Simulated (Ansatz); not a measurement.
A run for Ansatz (a first-principles code): U-CCSD(T)/def2-QZVPP on SeH, 2S+1 = 2, a spin state set in the input, which need not be the lowest, a point of a bond scan (R = 1.477 Å). Files ending in .json are basis or fitting sets from the Basis Set Exchange.

Ansatz 0.2 input:
```yaml
crystal:
  periodic: [false, false, false]
  atoms:
    - {symbol: H, position_ang: [0.00000000, 0.00000000, 0.00000000]}
    - {symbol: Se, position_ang: [0.00000000, 0.00000000, 1.47657100]}
basis:
  gaussian:
    orbitals: def2-QZVPP.json
    pivot_positions_ang: [[0.00000000, 0.00000000, 0.00000000], [0.00000000, 0.00000000, 1.47657100]]
magnetization: {spin_polarized: true, initial_magnetization: 1}
correlation: {method: ccsd_t, electrons: valence}
output: {orbitals: {seedname: ./end}}
```

Program output:

```
WARN ansatz: RAYON_NUM_THREADS=2 ignored (pool sized by the plan → 2); use --threads N
Functional definition: HF
integrals: 0.29 GiB planned
860 factors; integrals over basis functions are off by at most 3.9e-4 eV
mean field: 0.36 GiB planned
mean field evaluation 1: about -65319.4036 eV, gradient 6.3e0 eV
mean field evaluation 2: about -65319.4037 eV, gradient 6.3e0 eV
mean field evaluation 4: about -65319.7730 eV, gradient 1.1e0 eV
mean field evaluation 8: about -65319.7825 eV, gradient 4.7e-2 eV
mean field evaluation 16: about -65319.7812 eV, gradient 2.7e-1 eV
mean field evaluation 32: about -65319.7824 eV, gradient 6.3e-2 eV
mean field -65319.78252789 eV, -2400.4577325610 hartree, gradient 2.4e-6 eV, S^2 0.762043; 2 other end points of the search recorded, 0 dependent functions left out
9 core orbitals not correlated
reference -65319.78252789 eV, -2400.4577325610 hartree; 9, 8 occupied and 101, 102 virtual orbitals, 860 factors
second order -14.96197560 eV of doubles, -0.00000000 eV of singles
coupled cluster: 0.78 GiB planned
cycle   1  -14.46882130 eV  change    4.9e-1 eV  update   5.8e-2
cycle   2  -14.73824852 eV  change   -2.7e-1 eV  update   1.6e-2
cycle   3  -14.74335924 eV  change   -5.1e-3 eV  update   6.4e-3
cycle   4  -14.74173858 eV  change    1.6e-3 eV  update   1.5e-3
cycle   5  -14.74205195 eV  change   -3.1e-4 eV  update   4.1e-4
cycle   6  -14.74219185 eV  change   -1.4e-4 eV  update   1.5e-4
cycle   7  -14.74209413 eV  change    9.8e-5 eV  update   4.7e-5
cycle   8  -14.74213225 eV  change   -3.8e-5 eV  update   1.6e-5
cycle   9  -14.74213215 eV  change    1.0e-7 eV  update   5.5e-6
perturbative correction -0.32059259 eV, -0.0117815604 hartree
Total energy: -65334.84525262 eV, -2401.0112774852 hartree
```

Self-consistency was reached.

Cost: about 27 core-seconds (a rough figure).
